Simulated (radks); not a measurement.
The numbers below are computed, except where a source is named.
Question: The mean radii <r> (bohr) of the occupied orbitals of an atom or ion are listed with their occupations. Code: a radial shooting solver on a logarithmic mesh with Libxc functionals. Model: scalar-relativistic Kohn-Sham, r2SCAN, spin-polarised, spherical densities, finite nucleus; meta-GGA in the generalised Kohn-Sham scheme; Fermi nuclear charge, rms radius of each element as measured or else 0.836 A^(1/3) + 0.57 fm.

| orbital | occ. | <r> |
|---|---|---|
| 1s up | 1 | 0.02112 |
| 1s down | 1 | 0.02112 |
| 2s down | 1 | 0.08975 |
| 2s up | 1 | 0.08975 |
| 2p up | 3 | 0.07946 |
| 2p down | 3 | 0.07946 |
| 3s up | 1 | 0.2343 |
| 3s down | 1 | 0.2341 |
| 3p up | 3 | 0.2333 |
| 3p down | 3 | 0.2331 |
| 3d up | 5 | 0.2123 |
| 3d down | 5 | 0.2120 |
| 4s up | 1 | 0.5297 |
| 4s down | 1 | 0.5298 |
| 4p up | 3 | 0.5608 |
| 4p down | 3 | 0.5610 |
| 4d up | 5 | 0.6077 |
| 4d down | 5 | 0.6088 |
| 5s up | 1 | 1.269 |
| 5s down | 1 | 1.292 |
| 5p up | 3 | 1.463 |
| 5p down | 3 | 1.491 |
| 4f up | 7 | 0.7921 |
| 4f down | 2 | 0.8255 |

Name the element and its charge. Open shells, if any, are filled with parallel spins first.

Answer: Z = 66, dysprosium, charge +3: Dy3+ in [Xe] 4f9. The 1s radius gives Z: for a bare nucleus <r> = (2 gamma + 1)/(2Z) with gamma = sqrt(1 - (Z/c)^2), 0.02085 bohr for Z = 66, and screening makes it slightly larger (0.02112 here). The occupations add up to 63, and the charge is Z minus that.
